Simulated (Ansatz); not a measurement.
The same path of CH3O2Si (7 atoms, charge 1, multiplicity 1) was run twice with different band settings. The coordinate that changes most is the dihedral H6–C3–O4–H7.

Level of theory: RKS B3LYP-D4/def2-SVP in Ansatz 0.2.0.

Relaxed end points:

```xyz
7
Properties=species:S:1:pos:R:3
O -1.213 -0.202 3.177
Si -0.580 -0.035 1.808
C 0.558 0.239 -0.680
O 0.227 -0.748 -1.408
H 0.062 1.216 -0.772
H 1.523 0.145 -0.168
H -0.577 -0.616 -1.955
```

```xyz
7
Properties=species:S:1:pos:R:3
O -1.222 -0.195 3.173
Si -0.621 0.000 1.793
C 0.449 0.344 -0.715
O -0.251 -0.292 -1.563
H 0.198 1.405 -0.597
H 1.401 -0.055 -0.338
H 0.047 -1.207 -1.753
```

Common settings: spring 5.0 eV/Å²; optimiser quadratic models (default); start path IDPP; force threshold 0.05 eV/Å; iteration limit 60; end points relaxed.

| run | movable images | climbing image |
| --- | --- | --- |
| 1 | 5 | yes |
| 2 | 4 | no |

Task: What does each run give, and how far can it be trusted?

Result: Run 1: converged after 40 iterations, highest image 0.619 eV above the first end. A vibrational analysis at the climbing image gives one clearly imaginary mode, 690i cm⁻¹: a first-order saddle point.
Run 2: converged after 40 iterations, highest image 0.469 eV above the first end. No image climbed, so the highest image needn't sit at the top of the path.
Limits of this set-up: the dipole of an ion depends on the origin.
